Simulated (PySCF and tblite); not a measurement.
Results of a calculation; reference values are marked as such.
2 regioisomers of C4H5NOS:

```tsv
isomer	SMILES
A	[CH3:1][c:2]1[n:3][cH:4][c:5]([OH:6])[s:7]1
B	[CH3:1][c:2]1[n:3][cH:4][s:5][c:6]1[OH:7]
```

Protocol: conformer search, at most 6 conformers an isomer, GFN2-xTB geometries, energies B3LYP/def2-SVP (IEF-PCM, acetone) (D3(BJ) added where defined), weights at 298.15 K with GFN2-xTB thermal terms. Programs: PySCF with density fitting and tblite.

Q: Rank the isomers by free energy at 298.15 K.

A: 
```json
{"isomer": "A", "ΔG (kcal/mol)": "0.0", "ΔE, lowest conformer": "0.0", "conformers": "2", "largest weight %": "68", "rms dipole (D)": "2.24"}
{"isomer": "B", "ΔG (kcal/mol)": "1.6", "ΔE, lowest conformer": "1.8", "conformers": "2", "largest weight %": "63", "rms dipole (D)": "2.91"}
```
